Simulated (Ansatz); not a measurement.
Job for Ansatz (a first-principles code): U-SVWN5/def2-TZVPPD on CH3O (SMILES C[O]). The basis file is the Basis Set Exchange's JSON of that set.

Ansatz 0.2 input:
```yaml
crystal:
  periodic: [false, false, false]
  atoms:
    - {symbol: C, position_ang: [-0.03847363, -0.03947822, 0.00000000]}
    - {symbol: O, position_ang: [-0.02895928, 1.32295104, -0.00000000]}
    - {symbol: H, position_ang: [1.02825654, -0.33995260, 0.00000000]}
    - {symbol: H, position_ang: [-0.48036181, -0.47181011, 0.90879300]}
    - {symbol: H, position_ang: [-0.48036181, -0.47181011, -0.90879300]}
basis:
  gaussian:
    orbitals: def2-TZVPPD.json
hamiltonian:
  xc: {name: SVWN5}
magnetization: {spin_polarized: true, initial_magnetization: 1}
```

The log:

```
WARN ansatz: RAYON_NUM_THREADS=4 ignored (pool sized by the plan → 4); use --threads N
Functional definition: SVWN5
integrals: 0.02 GiB planned
535 factors; their error is unknown
mean field: 0.39 GiB planned
mean field evaluation 1: about -3101.7532 eV, gradient 3.4e1 eV
mean field evaluation 2: about -3096.3381 eV, gradient 4.7e1 eV
mean field evaluation 4: about -3106.6431 eV, gradient 5.2e0 eV
mean field evaluation 8: about -3106.7259 eV, gradient 4.1e-2 eV
mean field evaluation 16: about -3106.7259 eV, gradient 1.1e-5 eV
mean field evaluation 32: about -3106.5557 eV, gradient 8.0e-1 eV
mean field -3106.72594445 eV, -114.1700726442 hartree, gradient 6.0e-6 eV, S^2 0.752195; 4 other end points of the search recorded, 0 dependent functions left out
reference -3106.72598531 eV, -114.1700741455 hartree; 9, 8 occupied and 119, 120 virtual orbitals, 535 factors
Total energy: -3106.72598531 eV, -114.1700741455 hartree
```

The run converged.

Cost: roughly 4 core-seconds.
